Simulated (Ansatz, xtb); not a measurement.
# Ranking isomers of C4H4BClN2

3 gas-phase structures of C4H4BClN2, from a drawn sample of its isomers (lower ones may exist). Each was relaxed with GFN2-xTB:

A. `Bc1cnc(Cl)nc1`, a singlet
B. `Bc1cc(Cl)ncn1`, a singlet
C. `Bc1ncc(Cl)cn1`, a singlet

Make a reasoned guess at their ranking by r2SCAN-D4/def2-SVP single-point energy.

Calculated order at r2SCAN-D4/def2-SVP: A (0.000), B (0.258), C (0.451) eV.

Energies above the lowest of each column, in eV; the last columns are at PBE0-D3(BJ)/def2-SVP geometries and were run for some of them only (a dash: not run or not comparable):

```csv
structure,GFN2-xTB,HF/STO-3G,r2SCAN-D4/def2-SVP,PBE0-D3(BJ)/def2-SVP,CCSD(T)/def2-SVP + ΔMP2/def2-TZVPP
A,0.000,0.000,0.000,0.000,0.000
B,0.156,0.108,0.258,0.263,0.196
C,0.288,0.213,0.451,–,–
```

Every level run on A puts it lowest or level with the lowest. Some further structures that were screened fall inside this span and aren't listed. Flexible structures stand in one conformer each, not always the lowest. B keeps a small imaginary mode. Frequencies (GFN2-xTB) were run for A, B alone. ΔMP2 is the change of the MP2 energy from the smaller to the larger basis.

Programs: Ansatz 0.2.0, xtb 6.7.1.
